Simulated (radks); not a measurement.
Results of a calculation; reference values are marked as such.
Ionisation of the hafnium ion Hf25+, [Kr] 4d10 4f1, to [Kr] 4d10 as the strength of local exchange is varied. Code: a radial shooting solver on a logarithmic mesh with Libxc functionals. Model: non-relativistic Kohn-Sham, Slater X-alpha exchange (alpha = 2/3 is LDA exchange), no correlation, spin-polarised, spherical densities, point nucleus; open shells are filled with parallel spins first (spin-orbit coupling, left out, can overturn this in heavy ions); relativity is left out, which matters for an element this heavy.

| alpha | E(Hf25+) (hartree) | exchange (hartree) | IE (eV) | -e of the level emptied (eV) | <r> of it (bohr) |
|---|---|---|---|---|---|
| 0.57 | -14004.2346 | -211.3009 | 765.20 | 741.37 (4f) | 0.4612 |
| 0.619 | -14022.4085 | -229.7040 | 769.76 | 745.92 (4f) | 0.4599 |
| 0.647 | -14032.8021 | -240.2370 | 772.37 | 748.53 (4f) | 0.4591 |
| 0.667 | -14040.2299 | -247.7681 | 774.24 | 750.39 (4f) | 0.4585 |
| 0.694 | -14050.2623 | -257.9451 | 776.77 | 752.92 (4f) | 0.4578 |
| 0.724 | -14061.4162 | -269.2664 | 779.58 | 755.72 (4f) | 0.4569 |
| 0.799 | -14089.3320 | -297.6314 | 786.64 | 762.77 (4f) | 0.4549 |
| 0.979 | -14156.5103 | -366.0685 | 803.74 | 779.84 (4f) | 0.4501 |

NIST Atomic Spectra Database: 772 +/- 9 eV (theoretical). The Delta-SCF value meets it near alpha = 0.64. Relativity is left out here, which matters for elements this heavy. Open shells are spherical and high-spin; term and fine-structure splittings are not resolved.
